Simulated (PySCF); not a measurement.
C₄H₅Si, SMILES C1=C[SiH]C=C1 (connectivity only; charge and spin as stated), charge +1, multiplicity 1.

The structure is a stationary point at PBE0-D3(BJ)/def2-SVP. The spin state was assumed, not searched. The isomer is the one that the SMILES or the coordinates give; other isomers of the formula were not compared.

These are PySCF 2.14.0 with TDA-LC-ωPBE/def2-SVPD values and carry that method's errors.

Vertical excitations.  State labels are in the subgroup C2v.

| state | symmetry | energy (eV) | λ (nm) | f | main pairs |
|---|---|---|---|---|---|
| S1 | B2 | 2.62 | 473 | 0.002 | HOMO→LUMO 98 % |
| S2 | A2 | 4.53 | 274 | 0.000 | HOMO−1→LUMO 97 % |
| S3 | B1 | 4.91 | 253 | 0.000 | HOMO−2→LUMO 96 % |
| S4 | B1 | 6.34 | 195 | 0.000 | HOMO−4→LUMO 92 % |
| S5 | A1 | 6.46 | 192 | 0.133 | HOMO−3→LUMO 89 % |
| S6 | A2 | 7.07 | 175 | 0.000 | HOMO−5→LUMO 88 % |
| S7 | A2 | 7.31 | 170 | 0.000 | HOMO→LUMO+2 92 % |
| S8 | B2 | 7.50 | 165 | 0.143 | HOMO→LUMO+1 89 % |
| S9 | B1 | 7.99 | 155 | 0.007 | HOMO→LUMO+3 91 % |
| S10 | A2 | 8.47 | 146 | 0.000 | HOMO−1→LUMO+1 80 % |
| T1 | B2 | 1.49 | 834 | 0 | HOMO→LUMO 92 % |
| T2 | A1 | 3.90 | 318 | 0 | HOMO−3→LUMO 71 %, HOMO→LUMO+4 21 % |
| T3 | A2 | 4.02 | 308 | 0 | HOMO−1→LUMO 96 % |
| T4 | B1 | 4.31 | 288 | 0 | HOMO−2→LUMO 94 % |
Triplets are in the Tamm–Dancoff approximation.
